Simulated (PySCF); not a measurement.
Predicted microwave data (PBE0-D3(BJ)/def2-SVP geometry optimisation, gas phase in PySCF) for one isomer of C5H6F3N:

| Property | Result |
| --- | --- |
| Rotational constants | A = 2842, B = 1089, C = 949.4 MHz |
| Dipole components | \|μa\| = 2.02 D, \|μb\| = 1.13 D, \|μc\| = 1.21 D |
| Inertial defect | -109.70 u·Å² |
| κ | -0.85 |

Question: Which structure is it? (One computed conformer of each.)
A. `[H]/N=C1\CC[C@H]1C(F)(F)F`
B. `[H]/[N:4]=[C:3](\[CH:2]=[CH2:1])[CH2:5][C:6]([F:7])([F:8])[F:9]` with C1–C2–C3–N4 26°, C2–C3–C5–C6 63°

Answer: B. It is [H]/N=C(\C=C)CC(F)(F)F, an asymmetric top, point group C1. The candidates at the same level (rigid rotor, commonest isotopes):

```csv
SMILES,A (MHz),B (MHz),C (MHz),μa (D),μb (D),μc (D),Δ (u·Å²),point group,rotor
[H]/N=C1\CC[C@H]1C(F)(F)F,2605,1408,1127,2.85,2.25,0.22,-104.54,C1,asymmetric top
[H]/N=C(\C=C)CC(F)(F)F,2842,1089,949.4,2.02,1.13,1.21,-109.70,C1,asymmetric top
```

`[H]/N=C1\CC[C@H]1C(F)(F)F` has B 29 % too high. No structure here is proved a minimum.
